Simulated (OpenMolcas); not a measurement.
## Tm3+: moving or changing the point charges

Tm3+ among 12 point charges of -0.5 e arranged as a cuboctahedron (Oh), 2.76 Å from the ion.
```
   1.9516    1.9516    0.0000  -0.50
   1.9516   -1.9516    0.0000  -0.50
  -1.9516    1.9516    0.0000  -0.50
  -1.9516   -1.9516    0.0000  -0.50
   0.0000    1.9516    1.9516  -0.50
   0.0000    1.9516   -1.9516  -0.50
   0.0000   -1.9516    1.9516  -0.50
   0.0000   -1.9516   -1.9516  -0.50
   1.9516    0.0000    1.9516  -0.50
  -1.9516    0.0000    1.9516  -0.50
   1.9516    0.0000   -1.9516  -0.50
  -1.9516    0.0000   -1.9516  -0.50
```

| Property | Result |
| --- | --- |
| Program | OpenMolcas |
| Method | SS-CASPT2, IPEA 0.25 Eh, imaginary shift 0.1 Eh (closed shells correlated: 5s 5p) |
| Basis | ANO-RCC-VDZP [7s6p4d2f1g] |
| Scalar Hamiltonian | DKH2, point nucleus |
| Active space | 12 electrons in 7 orbitals (4f) |
| State averaging | 2S+1 = 3 even, 21 roots; 2S+1 = 1 even, 27 roots kept (CI in the orbitals of an earlier block) |
| Spin-orbit coupling | RASSI with atomic mean-field integrals over the reference wave functions |

Runs around this geometry, states (labels of O, the rotations of Oh). Energies in cm-1 above the lowest state or level, χT in cm3 K/mol; under a threefold ground state the first gap can be a small split of the lowest multiplet, not the spin-orbit step.

```json
{"R (Å)": "2.76", "Ground state": "3T1", "First state of that spin": "3T1 29", "First gap with spin-orbit (degeneracies)": "9 (2, 3)", "Width of lowest J": "40", "χT at 300 K": "7.140"}
{"R (Å)": "2.91", "Ground state": "3T1", "First state of that spin": "3T1 19", "First gap with spin-orbit (degeneracies)": "8 (2, 1)", "Width of lowest J": "30", "χT at 300 K": "7.142"}
{"R (Å)": "3.3", "Ground state": "3T1", "First state of that spin": "3T1 13", "First gap with spin-orbit (degeneracies)": "3 (2, 1)", "Width of lowest J": "29", "χT at 300 K": "7.142"}
```

Taking the width of the lowest J multiplet as R^-n, n = -ln(29 / 40) / ln(3.3 / 2.76) = 1.8 between the shortest and longest distance.

Roots that are degenerate in the reference are averaged as groups; the widest CASPT2 spread within a group is 650 cm-1 (the 6-fold group of multiplicity 1 near 9340 cm-1 above the lowest state of its run, R = 3.3). Shifts and gaps below about the spread of the groups concerned are not significant. Point charges carry no covalency, so the field is a model and not that of real ligands. A group larger than the point group allows holds several states that coincide in this model. No measured value stands beside these numbers.
